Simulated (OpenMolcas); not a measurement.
# Mo5+ in a point-charge field

Mo5+ among 8 point charges of -1.2 e arranged as a cube (Oh), 2.1 Å from the ion.

| Quantity | Value |
| --- | --- |
| Program | OpenMolcas |
| Method | CASSCF |
| Basis | ANO-RCC-VDZP [6s5p3d1f] |
| Scalar Hamiltonian | DKH2, point nucleus |
| Active space | 1 electron in 5 orbitals (4d) |
| State averaging | 2S+1 = 2 even, 5 roots |
| Spin-orbit coupling | state interaction with AMFI integrals over the reference wave functions |

The lowest spin-free states (labels of O, the rotations of Oh), above the lowest:

| State | Degeneracy | E (cm-1) | Free-ion L (%) |
| --- | --- | --- | --- |
| 2E | 2 | 0.0 | D (100) |
| 2T2 | 3 | 4076 | D (100) |

The lowest levels with spin-orbit coupling:

| E (cm-1) | Degeneracy | Label | 2S+1 | g |
| --- | --- | --- | --- | --- |
| 0.0 | 4 | Γ8 | 2 |  |
| 4346 | 4 | Γ8 | 2 |  |
| 5505 | 2 | Γ7 | 2 | 2.00 2.00 2.00 |

Powder χT (cm3 K/mol): 0.156 at 2 K, 0.157 at 10 K, 0.165 at 50 K, 0.174 at 100 K, 0.193 at 200 K, 0.211 at 300 K. The effective moment at 300 K is 2.828 √(χT) = 1.30 μB.

The lowest level has 2S+1 = 2, for which the spin-only value is χT = S(S+1) / 2 = 0.375 cm3 K/mol (g = 2). The computed 0.211 at 300 K differs by -0.164, through orbital momentum, spin-orbit coupling and any other state in reach.

The gap between the two states is 10Dq = -4076 cm-1 (negative for this site).

An orbital doublet at a regular site is open to a Jahn-Teller distortion, which this geometry leaves out. The ground term spreads over less than 5000 cm-1, several times less than with real ligands, so orbital moments are less quenched and χT lies further from the spin-only value than at real sites. Point charges carry no covalency, so the field is a model and not that of real ligands. No measured value stands beside these numbers.
